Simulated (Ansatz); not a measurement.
Input for Ansatz (development build ahead of 0.2.0):

```yaml
crystal:
  periodic: [false, false, false]
  atoms:
    - { symbol: H, position_ang: [3.09357, 1.0e-05, 1.0e-05] }
    - { symbol: H, position_ang: [2.90701, 1.05807, 1.0e-05] }
    - { symbol: H, position_ang: [2.36983, 1.98853, 1.0e-05] }
    - { symbol: H, position_ang: [1.54679, 2.67912, -1.0e-05] }
    - { symbol: H, position_ang: [0.5372, 3.04659, 1.0e-05] }
    - { symbol: H, position_ang: [-0.53719, 3.04658, 1.0e-05] }
    - { symbol: H, position_ang: [-1.54679, 2.67913, 0.0] }
    - { symbol: H, position_ang: [-2.36982, 1.98852, 0.0] }
    - { symbol: H, position_ang: [-2.90701, 1.05807, -1.0e-05] }
    - { symbol: H, position_ang: [-3.09359, -1.0e-05, 0.0] }
    - { symbol: H, position_ang: [-2.90702, -1.05806, 0.0] }
    - { symbol: H, position_ang: [-2.36981, -1.98851, 0.0] }
    - { symbol: H, position_ang: [-1.54679, -2.67912, 1.0e-05] }
    - { symbol: H, position_ang: [-0.53718, -3.04657, 1.0e-05] }
    - { symbol: H, position_ang: [0.53719, -3.04657, 0.0] }
    - { symbol: H, position_ang: [1.5468, -2.67912, -1.0e-05] }
    - { symbol: H, position_ang: [2.36981, -1.98851, 0.0] }
    - { symbol: H, position_ang: [2.907, -1.05808, 0.0] }
basis:
  gaussian: { orbitals: "6-31G" }
total_charge: 1
magnetization:
  spin_polarized: true
  initial_magnetization: 1
hamiltonian:
  xc: hf
correlation:
  method: mp2
  frozen_orbitals: { H: 0 }
output:
  forces: true
```

The input is written out in the form of the current development build from the run's settings.

Results

```yaml
Converged: yes
Reference_energy: -9.31407 hartree
Correlation_energy: -0.18838 hartree
Total_energy: -9.50245 hartree
Spin_squared_of_the_determinant: 1.355
Stability_test: minimum
```

Forces (eV/Å):
```
atom      Fx      Fy     Fz
  H1  -0.429   2.981  0.000
  H2   0.562  -3.333  0.000
  H3  -2.359   2.089  0.000
  H4   1.911  -1.732  0.000
  H5  -1.622  -0.234  0.000
  H6   0.771  -0.324  0.000
  H7   0.490  -0.321  0.000
  H8  -0.394  -1.166  0.000
  H9   1.122   1.631  0.000
 H10   0.497  -2.541  0.000
 H11  -0.525   2.803  0.000
 H12   2.049  -1.663  0.000
 H13  -1.609   1.441  0.000
 H14   1.577   0.253  0.000
 H15  -1.107   0.186  0.000
 H16   0.152   0.724  0.000
 H17   0.020   0.644  0.000
 H18  -1.105  -1.436  0.000
```

Caution: bonds are stretched, where a single reference can fail; the unrestricted determinant is spin contaminated; the charge can sit on one fragment and break the point group; the determinant breaks the point group.
